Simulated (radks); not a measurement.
Q: The mean radii <r> (bohr) of the occupied orbitals of an atom or ion are listed with their occupations. All-electron calculation, scalar-relativistic Kohn-Sham, LB94 model potential, spin-polarised, spherical densities, finite nucleus; Fermi nuclear charge, rms radius of each element as measured or else 0.836 A^(1/3) + 0.57 fm. Program: a radial shooting solver on a logarithmic mesh with Libxc functionals.

orbital  occ.      <r>
1s down     1  0.02400
1s up       1  0.02401
2s up       1  0.09939
2s down     1  0.09961
2p up       3  0.08648

Name the element and its charge. Open shells, if any, are filled with parallel spins first.

A: Z = 59, praseodymium, charge +52: Pr52+ in [He] 2s2 2p3. The 1s radius gives Z: for a bare nucleus <r> = (2 gamma + 1)/(2Z) with gamma = sqrt(1 - (Z/c)^2), 0.02377 bohr for Z = 59, and screening makes it slightly larger (0.02400 here). The occupations add up to 7, and the charge is Z minus that.
